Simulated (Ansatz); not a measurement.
A run for Ansatz (a quantum-chemistry and plane-wave program): R-wB97M-V/def2-TZVPP on FHSeTe (SMILES F[Te][SeH]), a point of a torsion scan. Elements past Kr take the def2 small-core potentials; no spin–orbit coupling.

Ansatz 0.2 input:
```yaml
crystal:
  periodic: [false, false, false]
  atoms:
    - {symbol: F, position_ang: [1.69960638, -0.79715596, 0.34000979]}
    - {symbol: Te, position_ang: [1.06368463, 1.00215383, -0.24362890]}
    - {symbol: Se, position_ang: [-1.33430876, 0.52612164, 0.29229842]}
    - {symbol: H, position_ang: [-1.03134935, -0.37650195, 1.37264453]}
basis:
  gaussian:
    orbitals: def2-TZVPP
hamiltonian:
  xc: {name: wB97M-V}
scf: {lower_state_search: off}
```

**Question.** Give the final energy of this run.

**Answer.** -2769.8861 hartree.

**Question.** How many basis functions does it have, and what does it roughly cost on one machine?

**Answer.** 143 functions; around 5 core-seconds (rough).
